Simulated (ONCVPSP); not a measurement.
**platinum ONCV: all-electron and pseudo phase curves**

```json
{"Element": "platinum (Pt)", "Generator": "ONCVPSP 4.0.1", "Type": "optimised norm-conserving Vanderbilt (ONCV)", "Functional": "PBEsol", "Relativity": "scalar-relativistic", "Frozen core": "[Kr] 4d10", "Valence charge": "32", "Reference configuration": "4f14 5s2 5p6 5d9 (charge +1)", "Partial waves": "5s: rc 1.50 bohr, ncon 4, nbas 7, qcut 6.1 1/bohr, 3 projectors, debl 2 Ha; 5p: rc 1.70 bohr, ncon 4, nbas 8, qcut 6.7 1/bohr, 3 projectors, debl 2.9 Ha; 5d: rc 1.40 bohr, ncon 4, nbas 8, qcut 7.9 1/bohr, 3 projectors, debl 3.8 Ha; 4f: rc 0.55 bohr, ncon 4, nbas 9, qcut 25.5 1/bohr, local", "Local potential": "the f channel", "Core correction": "Teter function, fcfact 3.5, rcfact 1.35"}
```

In the s channel the program set the typed energies aside and used -4.047, 0.250, 2.250 Ha.

The phase is arctan(r·R′/R) of the radial function R(r), unwrapped; energies in Ha, scanned from -6 to 5 Ha. A pole is an energy at which the radial function vanishes at the test radius. The pseudo phase is shifted by a multiple of π to meet the all-electron one at the reference energy, and phase errors are pseudo minus all-electron; the curves can meet again beyond the range given. Levels narrower than the energy grid can be missing from the lists of poles.

Task: For each channel, where are the poles, and over which energies does the pseudopotential scatter like the atom?

Result:

| channel | radius (bohr) | reference energy (Ha) | poles, all-electron | poles, pseudo | unbroken range about the reference energy with phases within 0.05 rad | phase error 1 Ha above the reference energy (rad) |
| --- | --- | --- | --- | --- | --- | --- |
| s | 1.52 | -4.05 | -3.46 | -3.46 | the whole range | -0.000 |
| p | 1.72 | -2.36 | -1.86 | -1.86 | the whole range | -0.000 |
| d | 1.42 | -0.53 | 2.45 | 2.45 | the whole range | -0.000 |
| f | 0.56 | -2.88 | none | none | the whole range | +0.001 |

Note: ghosts flagged at negative energy: s at -1465.3 eV, p at -917.9 eV, d at -181.8 eV; GHOST(+) flagged for s at 257.6 eV, p at 417.5 eV. A true bound ghost makes a file unfit for plane-wave use.

Phases in the p channel:

| E (Ha) | all-electron | pseudo |
| --- | --- | --- |
| -5.96 | 1.320 | 1.320 |
| -5.68 | 1.308 | 1.308 |
| -5.40 | 1.293 | 1.293 |
| -5.12 | 1.275 | 1.275 |
| -4.84 | 1.253 | 1.253 |
| -4.56 | 1.225 | 1.225 |
| -4.28 | 1.188 | 1.188 |
| -4.00 | 1.135 | 1.135 |
| -3.72 | 1.054 | 1.054 |
| -3.44 | 0.909 | 0.909 |
| -3.16 | 0.589 | 0.589 |
| -2.88 | -0.196 | -0.196 |
| -2.60 | -1.011 | -1.011 |
| -2.32 | -1.352 | -1.352 |
| -2.04 | -1.508 | -1.508 |
| -1.76 | -1.601 | -1.601 |
| -1.48 | -1.666 | -1.666 |
| -1.20 | -1.718 | -1.718 |
| -0.92 | -1.766 | -1.766 |
| -0.64 | -1.814 | -1.814 |
| -0.36 | -1.865 | -1.865 |
| -0.08 | -1.925 | -1.925 |
| 0.20 | -1.998 | -1.998 |
| 0.48 | -2.096 | -2.096 |
| 0.76 | -2.233 | -2.233 |
| 1.04 | -2.438 | -2.438 |
| 1.32 | -2.749 | -2.749 |
| 1.60 | -3.169 | -3.169 |
| 1.88 | -3.592 | -3.592 |
| 2.16 | -3.908 | -3.908 |
| 2.44 | -4.116 | -4.116 |
| 2.72 | -4.253 | -4.253 |
| 3.00 | -4.348 | -4.348 |
| 3.28 | -4.416 | -4.416 |
| 3.56 | -4.468 | -4.468 |
| 3.84 | -4.509 | -4.509 |
| 4.12 | -4.543 | -4.543 |
| 4.40 | -4.570 | -4.570 |
| 4.68 | -4.594 | -4.594 |
| 4.96 | -4.614 | -4.614 |
